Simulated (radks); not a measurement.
Task: The mean radii <r> (bohr) of the occupied orbitals of an atom or ion are listed with their occupations. Calculated with a radial shooting solver on a logarithmic mesh with Libxc functionals: scalar-relativistic Kohn-Sham, PBE, spin-polarised, spherical densities, point nucleus.

| orbital | occ. | <r> |
|---|---|---|
| 1s | 2 | 0.01631 |
| 2s | 2 | 0.06873 |
| 2p | 6 | 0.06235 |
| 3s | 2 | 0.1775 |
| 3p | 6 | 0.1793 |
| 3d | 10 | 0.1624 |
| 4s | 2 | 0.3916 |
| 4p | 6 | 0.4176 |
| 4d | 10 | 0.4398 |
| 5s | 2 | 0.8770 |
| 4f | 14 | 0.4676 |
| 5p | 6 | 1.006 |
| 5d | 10 | 1.340 |

Name the element and its charge. Open shells, if any, are filled with parallel spins first.

Result: Z = 81, thallium, charge +3: Tl3+ in [Xe] 4f14 5d10. The 1s radius gives Z: for a bare nucleus <r> = (2 gamma + 1)/(2Z) with gamma = sqrt(1 - (Z/c)^2), 0.01613 bohr for Z = 81, and screening makes it slightly larger (0.01631 here). The occupations add up to 78, and the charge is Z minus that.
